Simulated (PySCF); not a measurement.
## Excitation energy of Co⁺ by level of theory

Co⁺ [Ar] 3d8 (3F) → Co⁺ [Ar] 3d7 4s1, s spin flipped, as a difference of total energies. Calculation: PySCF 2.14, in x2c-QZVPPall (11s7p5d4f2g, 103 functions); scalar relativity by spin-free X2C-1e. Correlated levels: valence: [Ar] frozen. The calculations carry no spin-orbit coupling.

```json
{"method": "UHF", "excitation energy (eV)": "-0.899"}
{"method": "MP2 (valence)", "excitation energy (eV)": "1.142"}
{"method": "SCS-MP2 (valence)", "excitation energy (eV)": "1.048"}
```

Q: How much does correlation contribute at MP2 (valence)?

A: 1.142 − (-0.899) = 2.041 eV, measured against UHF.

The upper determinant mixes two multiplicities, so it lies between the two terms.

The basis was made for the ground configuration and has no added diffuse functions, so the excitation energy can come out too high.
